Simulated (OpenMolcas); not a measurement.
4d² along the 38-electron sequence

```
Program             : OpenMolcas 26.06
Method              : CASSCF
Basis               : ANO-RCC-VQZP
Scalar Hamiltonian  : DKH2, point nucleus
Spin-orbit coupling : RASSI with atomic mean-field integrals over the reference wave functions, term energies averaged over their components
```

Active space for each ion: 2 electrons in 10 orbitals (4d 5d).

Computed levels in cm-1 above ³F₂:

```json
{"Level": "³F₃", "Mo4+": "1466", "Tc5+": "1960", "Ru6+": "2578", "Rh7+": "3298"}
{"Level": "³F₄", "Mo4+": "3184", "Tc5+": "4207", "Ru6+": "5467", "Rh7+": "6905"}
{"Level": "¹D₂", "Mo4+": "12685", "Tc5+": "14359", "Ru6+": "16039", "Rh7+": "17743"}
{"Level": "³P₀", "Mo4+": "13787", "Tc5+": "15420", "Ru6+": "17013", "Rh7+": "18585"}
{"Level": "³P₁", "Mo4+": "14367", "Tc5+": "16219", "Ru6+": "18099", "Rh7+": "20020"}
{"Level": "³P₂", "Mo4+": "15860", "Tc5+": "18284", "Ru6+": "20887", "Rh7+": "23652"}
{"Level": "¹G₄", "Mo4+": "19163", "Tc5+": "21725", "Ru6+": "24319", "Rh7+": "26967"}
{"Level": "¹S₀", "Mo4+": "44628", "Tc5+": "50235", "Ru6+": "55673", "Rh7+": "61033"}
{"Level": "weight of ³F in the lowest level (%)", "Mo4+": "99", "Tc5+": "99", "Ru6+": "98", "Rh7+": "98"}
```

Mixed levels, with the weight of the term that names them: Ru6+ ¹D₂ (72 %), Ru6+ ³P₂ (73 %), Rh7+ ¹D₂ (68 %), Rh7+ ³P₂ (70 %).

Measured, with the error of the calculation in %. Measured levels: Mo4+ from Sugar and Musgrove, J. Phys. Chem. Ref. Data 17, 155 (1988).

```json
{"Level": "³F₃", "Mo4+": "1578 (-7.1)"}
{"Level": "³F₄", "Mo4+": "3357 (-5.2)"}
{"Level": "¹D₂", "Mo4+": "10190 (+24.5)"}
{"Level": "³P₀", "Mo4+": "11161 (+23.5)"}
{"Level": "³P₁", "Mo4+": "11807 (+21.7)"}
{"Level": "³P₂", "Mo4+": "13408 (+18.3)"}
{"Level": "¹G₄", "Mo4+": "16354 (+17.2)"}
{"Level": "¹S₀", "Mo4+": "37738 (+18.3)"}
```

The fine-structure level ³F₄ changes by a factor of 2.17 from Mo4+ to Rh7+. Its fourth root runs 7.51, 8.05, 8.60, 9.12, with steps per unit of Z of 0.54, 0.55, 0.52; equal steps would mean a (Z - σ)^4 law with constant σ.

¹D₂ changes by a factor of 1.4 over the same range, with steps per unit of Z of +1670, +1680, +1700 cm-1.

Without dynamic correlation excited terms often stand tens of per cent too high (terms of higher spin than the ground term too low), and those without a measured partner can miss by more than the paired ones. Active for correlation alone: 5d; no level in the range computed is led by a configuration that fills it, so any true level of that kind is missing. Measured partners are found by configuration, term and J. A level has none where our copy of the source lacks it or the pairing is in doubt (some pairs that miss far off the trend of their configuration count as doubtful), and it then counts in no deviation. Levels of configurations outside the active space are missing.
